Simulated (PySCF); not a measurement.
# A scan of InBr with bad points

PBE0; In def2-TZVPPD with ECP28, Br def2-TZVPPD; scalar-relativistic core potentials (PySCF 2.14); triplet, unpaired electrons σ ↑, π ↑ requested.

| R (Å) | E (eV) | ⟨S²⟩ | ⟨Lz²⟩ | μ (D) |
| --- | --- | --- | --- | --- |
| 2.213 | 0.588 | 2.00 | 1.00 | -0.81 |
| 2.316 | 0.210 | 2.00 | 1.00 | -1.19 |
| 2.419 | 0.038 | 2.00 | 1.00 | -1.55 |
| 2.496 | 0.000 | 2.00 | 1.00 | -1.78 |
| 2.573 | 0.014 | 2.01 | 1.00 | -1.98 |
| 2.650 | 0.063 | 2.01 | 1.00 | -2.13 |
| 2.753 | 0.160 | 2.01 | 1.00 | -2.26 |
| 2.882 | 0.300 | 2.01 | 1.00 | -2.30 |
| 3.036 | 0.462 | 2.01 | 1.00 | -2.19 |
| 3.242 | 8.691 | 2.67 | 1.06 | 1.08 |

The run flagged 3.242 Å: there the SCF missed its convergence threshold, so the fit leaves that out.
